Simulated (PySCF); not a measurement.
## PBE on Mg(2+) (magnesium, charge +2)

Configuration: [Ne], closed-shell 1S. Computed with PySCF 2.14 in aug-cc-pVDZ-DK (5s4p2d, 27 functions), with scalar relativity by spin-free X2C-1e.

```
Total energy                        : -199.4092 hartree
One-electron energy                 : -271.2545 hartree
Hartree (Coulomb) energy            : 87.8026 hartree
Exchange-correlation energy         : -15.9573 hartree
⟨S²⟩                                : 0.0000
⟨L²⟩                                : 0.000
Sum of ⟨r⟩                          : 5.755 bohr
Sum of ⟨r²⟩                         : 4.791 bohr²
Langevin diamagnetic susceptibility : -3.79 ×10⁻⁶ cm³/mol
Time after the integrals            : 0.12 s of wall time on 1 thread of Neoverse-V1 (shared host)
```

```csv
shell,electrons,mean orbital energy (hartree),"rms radius, mean of both spins (bohr)"
1s,2,-47.06764,0.151
2s,2,-3.67712,0.758
2p,6,-2.45616,0.774
```
